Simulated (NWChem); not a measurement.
Molecule: GeIF, singlet; SMILES [F][Ge][I]

```xyz
3

Ge    -0.4062     1.3670     0.0000
F      1.2421     1.9569     0.0000
I      0.0343    -1.1577     0.0000
```
Atoms are numbered in this order, from 1.

Low-valent species are run as closed-shell singlets; no triplet was tried in these runs. All runs use the structure optimised with PBE0/def2-SVP. def2 effective core potentials on I; no spin-orbit coupling.

Symmetry labels are those of Cs in the frame above (b1 and b2, or b-type labels, depend on it).

List the 4 lowest vertical singlet excitations and the 4 lowest triplet ones from B3LYP/def2-SVP with def2 effective core potentials on I, TDA (NWChem).


```json
[
 {"state": "S1", "energy (eV)": "3.25", "oscillator strength": "0.003", "symmetry": "a\"", "leading excitation (squared amplitude)": "HOMO → LUMO (0.92)"},
 {"state": "S2", "energy (eV)": "3.70", "oscillator strength": "0.015", "symmetry": "a\"", "leading excitation (squared amplitude)": "HOMO−1 → LUMO (0.91)"},
 {"state": "S3", "energy (eV)": "4.09", "oscillator strength": "0.035", "symmetry": "a'", "leading excitation (squared amplitude)": "HOMO−2 → LUMO (0.89)"},
 {"state": "S4", "energy (eV)": "5.61", "oscillator strength": "0.010", "symmetry": "a'", "leading excitation (squared amplitude)": "HOMO → LUMO+1 (0.78)"},
 {"state": "T1", "energy (eV)": "2.67", "oscillator strength": "spin-forbidden", "symmetry": "a\"", "leading excitation (squared amplitude)": "HOMO → LUMO (0.57)"},
 {"state": "T2", "energy (eV)": "3.21", "oscillator strength": "spin-forbidden", "symmetry": "a\"", "leading excitation (squared amplitude)": "HOMO−1 → LUMO (0.58)"},
 {"state": "T3", "energy (eV)": "3.22", "oscillator strength": "spin-forbidden", "symmetry": "a'", "leading excitation (squared amplitude)": "HOMO−2 → LUMO (1.00)"},
 {"state": "T4", "energy (eV)": "4.86", "oscillator strength": "spin-forbidden", "symmetry": "a'", "leading excitation (squared amplitude)": "HOMO → LUMO+1 (0.68)"}
]
```
